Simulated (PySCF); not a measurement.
**Electron correlation in Ca⁻ (calcium, charge -1)**

[Ar] 3d1 4s2, 2D determinant. Computed with PySCF 2.14 in def2-TZVPPD, with no relativity, point nucleus. Frozen: [Ar]; 3 electrons correlated.

MP2 pair energies summed by pair of shells (mhartree):

| pair | energy | share (%) |
| --- | --- | --- |
| 4s-4s | -16.17 | 70.0 |
| 3d-4s | -6.95 | 30.0 |

Total MP2 correlation energy: -23.12 mhartree.

Same-spin part -1.37 and opposite-spin part -21.75 mhartree; SCS-MP2 scales them by 1/3 and 6/5 to -26.56 mhartree.

The Hartree-Fock reference does not bind the outermost electron (its level is positive or very diffuse), so these energies belong to a reference that the basis holds together.
